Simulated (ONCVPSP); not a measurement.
# Transferability test, ONCV potential for P

ONCVPSP 4.0.1 input, shortened (lines: element, Z, core and valence counts, functional; n l f; lmax; l rc ep ncon nbas qcut; lloc lpopt rc5 dvloc0; l nproj debl; icmod fcfact rcfact), PBEsol, scalar-relativistic:

```
  P 15.00    1    4  -116133      upf
    1    0    2.00
    2    0    2.00
    2    1    6.00
    3    0    2.00
    3    1    1.50
    1
    0    0.90    0.00    4    9   10.20
    1    1.05    0.00    4    7   12.80
    4    3    0.85   -1.00
    0    3    1.30
    1    2    3.90
    1    0.20    0.00
```

Energies are relative to the spin-unpolarised reference configuration 2s2 2p6 3s2 3p1.5; without spin polarisation the order of configurations can differ from experiment.

| valence configuration | charge | ΔE all-electron (eV) | error AE − PS (meV) |
| --- | --- | --- | --- |
| 2s2 2p6 3s2 3p3 | 0 | -17.996 | +1.8 |
| 2s2 2p6 3s2 3p2 | +1 | -8.298 | +0.5 |
| 2s2 2p6 3s2 3p1 | +2 | 10.814 | +0.1 |
| 2s2 2p5 3s2 3p3 | +1 | 122.145 | +1222 |
